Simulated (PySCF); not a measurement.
Molecular orbitals of ZnP

revPBE at R = 2.441 Å; basis Zn x2c-TZVPPall, P x2c-TZVPPall; spin-free X2C with a Gaussian nucleus; PySCF 2.14. State: ⁴Σ⁻ (quartet), unpaired electrons σ ↑, π ↑↑. Only the outer orbitals are listed, counted within each symmetry.

| spin | orbital | occ. | ε (eV) | on Zn (%) | main shells (%) |
| --- | --- | --- | --- | --- | --- |
| α | 11σ | 1 | -7.51 | 52 | 50 Zn s, 45 P p |
| α | 5π | 1 | -6.08 | 4 | 96 P p |
| α | 5π | 1 | -6.08 | 4 | 96 P p |
| α | 12σ | 1 | -4.58 | 62 | 46 Zn s, 39 P p, 16 Zn p |
| α | 6π | 0 | -0.66 | 92 | 92 Zn p |
| α | 6π | 0 | -0.66 | 92 | 92 Zn p |
| α | 13σ | 0 | 1.46 | 76 | 54 Zn p, 12 P d, 11 Zn d |
| β | 11σ | 1 | -6.65 | 59 | 58 Zn s, 35 P p |
| β | 5π | 0 | -3.80 | 9 | 91 P p |
| β | 5π | 0 | -3.80 | 9 | 91 P p |
| β | 12σ | 0 | -3.26 | 55 | 46 P p, 41 Zn s, 13 Zn p |

Task: Which are the highest filled and the lowest empty level, where do they sit, and how wide is the gap?

Result: Highest filled α 12σ at -4.58 eV (in %: 46 Zn s, 39 P p, 16 Zn p); lowest empty β 5π at -3.80 eV (in %: 91 P p); the gap at revPBE is 0.78 eV.

* bond order (Mayer): 0.82
* ⟨S²⟩: 3.757
* charge on Zn (Mulliken, basis-dependent): 0.14
* charge on Zn (Löwdin, basis-dependent): -0.04
* dipole moment (positive dipole means Zn(−)P(+)): -0.67 D

The state is the lowest determinant that a PBE0 search found; another state may lie lower at other levels.
